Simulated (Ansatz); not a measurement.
Start from `[SiH3]/C=C/I` and change one element to get `[SiH3]/C=C/Cl`.

Ansatz, PBE0-D4/def2-TZVP geometries, multiplicity 1. 

Elements past krypton have def2 core potentials.

| property | `[SiH3]/C=C/I` |
| --- | --- |
| LUMO energy (PBE/def2-TZVPP) / eV | -1.86 |
| HOMO energy (PBE/def2-TZVPP) / eV | -6.14 |
| HOMO energy (PBE0/def2-TZVPP) / eV | -7.19 |
| LUMO energy (ωB97M-V/def2-TZVPP) / eV | 1.17 |
| HOMO energy (B3LYP/def2-TZVPP) / eV | -6.96 |
| HOMO–LUMO gap (PBE0/def2-TZVPP) / eV | 6.27 |

Question: What does the change do to each property? (Estimate.)

Answer: Ansatz gave: 
```json
{"property": "LUMO energy (PBE/def2-TZVPP) / eV", "`[SiH3]/C=C/Cl`": "-1.73", "shift": "0.13"}
{"property": "HOMO energy (PBE/def2-TZVPP) / eV", "`[SiH3]/C=C/Cl`": "-6.53", "shift": "-0.39"}
{"property": "HOMO energy (PBE0/def2-TZVPP) / eV", "`[SiH3]/C=C/Cl`": "-7.68", "shift": "-0.49"}
{"property": "LUMO energy (ωB97M-V/def2-TZVPP) / eV", "`[SiH3]/C=C/Cl`": "1.35", "shift": "0.18"}
{"property": "HOMO energy (B3LYP/def2-TZVPP) / eV", "`[SiH3]/C=C/Cl`": "-7.44", "shift": "-0.48"}
{"property": "HOMO–LUMO gap (PBE0/def2-TZVPP) / eV", "`[SiH3]/C=C/Cl`": "6.91", "shift": "0.64"}
```

With PBE0 the HOMO falls by 0.49 eV and the LUMO rises by 0.15 eV, so the gap widens by about 0.64 eV. PBE moves the HOMO by -0.39 eV and ωB97M-V by -0.56 eV.

B3LYP here is the variant with VWN-RPA as its local correlation; programs differ in this.

Spin–orbit coupling is left out; it splits and shifts lone-pair levels of the heavy atoms by tenths of an eV.
